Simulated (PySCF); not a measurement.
# KBr: calculation against experiment

**Experimental background.**

From Liu, Meijer, Perez-Rios, Phys. Chem. Chem. Phys. 22 (2020) 24191, for the gas: dipole moment 10.6281 D.

The runs below try to reproduce these values; the comparison stands at the end.

Compound: KBr.
Numbering: `[K:1][Br:2]`

Geometry (PBE0-D3(BJ)/def2-SVP, Å), atoms numbered from 1 in this order:
```
atom  x, y, z in Å
K1    -1.3061    0.4371   -0.2885
Br2    1.3235   -0.4659    0.2763
```

Runs made with PySCF (gas phase, on this PBE0-D3(BJ)/def2-SVP geometry; no spin–orbit coupling):

```tsv
level	job	basis functions	wall time
PBE0-D3(BJ)/def2-SVP, grid level 1	geometry optimisation from a GFN2-xTB start shaken at random	56	5.9 s
```

Hardware: one thread of an Intel Xeon Platinum 8375C at 2.90 GHz, shared host.

Results beside the measurements:

**Dipole moment.** Measured: 10.6281 D (Liu, Meijer, Perez-Rios, Phys. Chem. Chem. Phys. 22 (2020) 24191).

```json
{"level": "PBE0-D3(BJ)/def2-SVP", "computed (D)": "10.321", "computed − measured (D)": "-0.307", "% (from the printed values)": "-3"}
```

The computed dipoles belong to one fixed geometry; measured ones are averaged over vibrations unless marked μe. Magnitudes are compared, not signs.

The geometry is computed, not the measured one. Where a level misses, the cause wasn't examined.
